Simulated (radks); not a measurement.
The numbers below are computed, except where a source is named.
The nuclear charge of the ruthenium ion Ru+ is varied continuously with 43 electrons held in [Kr] 4d7. Level of theory: Dirac Kohn-Sham, LDA (Slater exchange, Perdew-Wang correlation), spin-unpolarised, spherical densities, finite nucleus; open shells fill j = l - 1/2 first; Fermi nuclear charge, rms radius 4.4809 fm (a radial shooting solver on a logarithmic mesh with Libxc functionals). By the Hellmann-Feynman theorem dE/dZ = E(electron-nucleus)/Z, the electronic potential at the nucleus (averaged over a nucleus of fixed radius).

| Z | E (hartree) | E(electron-nucleus)/Z (hartree) | HOMO | e(HOMO) (eV) | <r> HOMO (bohr) |
|---|---|---|---|---|---|
| 43.5 | -4403.33835 | -244.825 | 4d5/2 | -7.236 | 1.799 |
| 44 | -4526.72472 | -248.719 | 4d5/2 | -12.620 | 1.656 |
| 44.5 | -4652.05688 | -252.609 | 4d5/2 | -18.823 | 1.545 |
| 45 | -4779.33328 | -256.497 | 4d5/2 | -25.752 | 1.455 |

The central difference of E at Z = 44 is -248.719 hartree, to compare with the third column; the second derivative is -7.78 hartree.
